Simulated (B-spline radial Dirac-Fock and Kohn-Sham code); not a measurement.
Method: Dirac-Fock energy differences between relaxed states, corrected for Breit and QED terms. Computed with a radial B-spline solver. Free neutral atoms.

**Question.** Order these X-ray lines by photon energy, lowest first.
A. Xe Lγ2
B. Cd Lγ3
C. Ba Lα1
D. Mn Kβ3
E. Eu Lℓ
F. Ba Lβ7

**Answer.** B (3954.0 eV), C (4466.7 eV), E (5171.2 eV), F (5214.5 eV), A (5289.7 eV), D (6486.4 eV).
